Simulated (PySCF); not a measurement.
C2H8AlBO3, SMILES CB(C)[O][Al]([OH])[OH] (GFN2-xTB optimised geometry):

```
15

B     -1.180     0.003     0.000
C     -1.977     1.384     0.000
C     -1.978    -1.378     0.015
O      0.149     0.003     0.000
Al     1.803     0.007    -0.130
O      2.789    -0.030     1.201
O      2.403     0.051    -1.668
H     -1.329     2.232     0.206
H     -2.429     1.550    -0.976
H     -2.789     1.389     0.723
H     -2.489    -1.513     0.967
H     -2.744    -1.404    -0.755
H     -1.321    -2.232    -0.131
H      2.731    -0.058     2.146
H      3.236     0.064    -2.118
```

Level of theory: B3LYP/def2-TZVP (PySCF).

What are the frontier orbital energies and the dipole moment?

HOMO-2 -8.96 eV, HOMO-1 -8.87 eV, HOMO -7.27 eV, LUMO -0.65 eV, LUMO+1 0.57 eV; dipole moment 1.52 D.

On the same geometry PBE/def2-TZVP (PySCF) gives HOMO-2 -7.54 eV, HOMO-1 -7.43 eV, HOMO -6.06 eV, LUMO -1.18 eV, LUMO+1 -0.24 eV; dipole moment 1.52 D.

Meta-Löwdin charges at B3LYP/def2-TZVP: B1 0.39, C2 -0.48, C3 -0.48, O4 -0.60, Al5 1.32, O6 -0.79, O7 -0.79, H8 0.11, H9 0.13, H10 0.12, H11 0.12, H12 0.12, H13 0.11, H14 0.36, H15 0.36.
